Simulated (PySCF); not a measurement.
Computed shifts of a molecule GeH6O2Si, PySCF with PBE/pcSseg-1, GIAO, gas phase, atoms alike by connectivity averaged where their shifts nearly agree, in ppm (number of nuclei): ²⁹Si: -35.8 (1). ¹H: 6.16 (1), 5.84 (1), 5.55 (3), 1.68 (1). References: ¹⁷O against H2O (σ = 334.3 ppm); ⁷³Ge against GeH4 (σ = 1614.4 ppm); ²⁹Si against TMS (σ = 335.4 ppm); ¹H against TMS (σ = 31.49 ppm), references at their B3LYP-D3(BJ)/def2-TZVP geometries, non-relativistic. Coordinates come from a PBE0-D3(BJ)/def2-SVP optimisation. Other conformers were not sampled.

Problem. Identify the compound among the candidates.
A) O[SiH2][GeH2][OH]
B) [OH][GeH2][O][SiH3]
C) [OH][GeH]([OH])[SiH3]
D) O[SiH2][O][GeH3]

Solution. B, [OH][GeH2][O][SiH3]
